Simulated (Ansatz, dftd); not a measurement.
System: GeH₂F₂, charge 0, singlet. GeH2F2 (difluorogermane, SMILES [F][GeH2][F]).
B3LYP-D3(BJ)/def2-TZVP minimum from Ansatz (an electronic-structure program):
```
Ge
F 1 1.7356
F 1 1.7356 2 105.01
H 1 1.5281 2 107.82 3 114.77
H 1 1.5281 4 119.63 3 123.55
```
Charge 0, spin multiplicity 1.

Property: atomisation energy (electronic, to ground-state atoms), in kJ/mol. Open shells are spin-unrestricted; no spin-orbit coupling. Cores are frozen in correlated methods (noble-gas shells, and filled d and f shells in the p block). No relativity. CBS(X,Y): correlation extrapolated as X^-3, Hartree-Fock from the larger set (Q,5: extrapolated as (X+1)exp(-9√X)). A bracket is a step between two methods taken in the basis named. Double hybrids freeze cores in their MP2 part. For partners of very few electrons the exact lower level stands in for a higher one.

| level | program | atomisation energy (kJ/mol) | difference against the last row |
|---|---|---|---|
| HF/cc-pVTZ | Ansatz | 1125.6 | -485.7 |
| PBE0-D4/def2-TZVPD | Ansatz + dftd4 | 1547.2 | -64.1 |
| CAM-B3LYP/def2-TZVPD | Ansatz | 1583.0 | -28.3 |
| B2PLYP-D3(BJ)/def2-TZVPD | Ansatz + dftd3 | 1571.3 | -40.0 |
| B2GP-PLYP-D4/def2-TZVPD | Ansatz + dftd4 | 1569.1 | -42.2 |
| CCSD/cc-pV5Z | Ansatz | 1572.7 | -38.6 |
| CCSD/CBS(cc-pVTZ,cc-pVQZ) | Ansatz | 1581.5 | -29.8 |
| CCSDT(Q)/cc-pVTZ | Ansatz | 1551.2 | -60.1 |
| CCSD(T)/CBS(cc-pVQZ,cc-pV5Z) + [CCSDT(Q) - CCSD(T)]/cc-pVTZ | Ansatz | 1611.3 | 0.0 |
